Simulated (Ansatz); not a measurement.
The same path of CH₄AlCl₃ (9 atoms, charge 0, multiplicity 1) was run 3 times with different band settings. Lost on the way: Al1–C2, H5–Cl6. Made: C2–H5.

Theory: RKS B3LYP-D4/def2-SVP in Ansatz.

Relaxed end points:

```xyz
9
Properties=species:S:1:pos:R:3
Al -0.944 0.278 -0.273
C 0.274 -1.140 0.260
Cl -1.444 0.546 -2.313
Cl -2.286 1.120 1.131
H 1.900 1.350 0.209
Cl 0.967 2.189 -0.118
H 1.107 -1.263 -0.453
H 0.688 -0.975 1.269
H -0.263 -2.104 0.290
```

```xyz
9
Properties=species:S:1:pos:R:3
Al -0.923 1.198 -0.438
C 0.784 -1.021 0.376
Cl -1.642 0.297 -2.187
Cl -1.995 0.994 1.347
H 1.143 0.021 0.374
Cl 0.590 2.640 -0.577
H 1.642 -1.658 0.120
H 0.395 -1.274 1.370
H 0.006 -1.197 -0.384
```

Common settings: spring 5.0 eV/Å²; start path through a guess of the saddle point; force threshold 0.05 eV/Å; iteration limit 60; end points relaxed.

| run | movable images | climbing image | optimiser |
| --- | --- | --- | --- |
| 1 | 7 | yes | quadratic models (default) |
| 2 | 1 | yes | quadratic models (default) |
| 3 | 7 | from the first iteration | lbfgs |

Question: What does each run give, and how far can it be trusted?

Answer: Run 1: converged after 7 iterations, highest image 0.394 eV above the first end. A vibrational analysis at the climbing image gives 2 clearly imaginary modes (763i, 83i cm⁻¹): a point of higher order, so a lower path passes nearby.
Run 2: converged after 11 iterations, highest image 0.396 eV above the first end. Neighbouring images differ by up to 1.8 eV, so the band resolves the path poorly. Another band between the same ends (7 images) ends at a top of the same energy, where a vibrational analysis finds 2 clearly imaginary modes. So few images can step over the top or miss a turn of the path.
Run 3: converged after 56 iterations, highest image 0.395 eV above the first end. Another band between the same ends (7 images) ends at a top of the same energy, where a vibrational analysis finds 2 clearly imaginary modes.
The orbitals stay closed-shell, which can raise the energy where a bond breaks towards radicals; this wasn't checked here.
